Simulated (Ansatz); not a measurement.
Geometry optimisation, Ansatz 0.2.0, DFT PBE, scalar-relativistic, plane waves, PAW.

Input:

```yaml
crystal:
  lattice:
    - [0.0, 5.43, 5.43]
    - [5.43, 0.0, 5.43]
    - [5.43, 5.43, 0.0]
  atoms:
    - { symbol: Si, position: [0.0, 0.0, 0.0] }
    - { symbol: Si, position: [0.125, 0.125, 0.125] }
    - { symbol: Si, position: [0.0, 0.0, 0.5] }
    - { symbol: Si, position: [0.125, 0.125, 0.625] }
    - { symbol: Si, position: [0.0, 0.5, 0.0] }
    - { symbol: Si, position: [0.125, 0.625, 0.125] }
    - { symbol: Si, position: [0.0, 0.5, 0.5] }
    - { symbol: Si, position: [0.125, 0.625, 0.625] }
    - { symbol: Si, position: [0.5, 0.0, 0.0] }
    - { symbol: Si, position: [0.625, 0.125, 0.125] }
    - { symbol: Si, position: [0.5, 0.0, 0.5] }
    - { symbol: Si, position: [0.625, 0.125, 0.625] }
    - { symbol: Si, position: [0.5, 0.5, 0.0] }
    - { symbol: Si, position: [0.625, 0.625, 0.125] }
    - { symbol: Si, position: [0.5, 0.5, 0.5] }
    - { symbol: Si, position: [0.625, 0.625, 0.625] }
    - { symbol: Cu, position: [0.23676886, 1.2493741, 0.25999213] }
total_charge: 1
basis:
  ecutwfc: 420.0
kpoints:
  mp_grid: { grid: [2, 2, 2] }
hamiltonian:
  xc: pbe
  pseudopotentials: { kind: paw, azcp: { folder: soft_1 } }
scf:
  occupations: { method: gaussian, width: 0.02 }
  lower_state_search: "off"
relax:
  f_tol: 0.03
  max_steps: 60
  adjacent_minimum: "off"
output:
  write_density: true
  write_potential: true
  elf: true
  volumetric_format: npy
```

Command:

```bash
$ ansatz run input.yaml --threads 1 --pin off --max-ram 3072MiB --backend cpu --events-out ev --progress --plain --runs-dir out
```

Task: Where does it end, and by what steps?

Result: It converged. Limits of this set-up: coarse k mesh, charged cell in a uniform background, uncorrected. After 7 steps the energy has fallen by 0.154 eV; Si4 moved furthest, 0.22 Å.

```csv
step,energy less start (eV),largest force component (eV/Å),accepted
0,0.0000,0.750,yes
1,-0.1074,0.248,yes
2,-0.1215,0.085,yes
3,-0.1301,0.142,yes
4,-0.1368,0.141,yes
5,-0.1511,0.069,yes
6,-0.1506,0.062,no
7,-0.1543,0.026,yes
```

```xyz
17
Lattice="0.0000 5.4300 5.4300 5.4300 0.0000 5.4300 5.4300 5.4300 0.0000" Properties=species:S:1:pos:R:3
Si 0.137 0.072 -0.140
Si 1.330 1.350 1.387
Si 2.739 2.765 -0.006
Si 4.202 4.203 1.229
Si 2.660 -0.040 2.766
Si 4.038 1.349 4.099
Si 5.434 2.764 2.692
Si 6.716 4.072 4.143
Si -0.073 2.671 2.740
Si 1.385 3.986 4.044
Si 2.757 5.418 2.672
Si 4.029 6.744 4.122
Si 2.688 2.672 5.502
Si 4.019 4.052 6.840
Si 5.368 5.412 5.492
Si 6.737 6.744 6.831
Cu 8.329 2.762 7.957
```

Time of the run: 35 s on 1 thread of Intel(R) Xeon(R) 6975P-C (Granite Rapids), with other jobs on the host, peak memory 0.65 GiB.
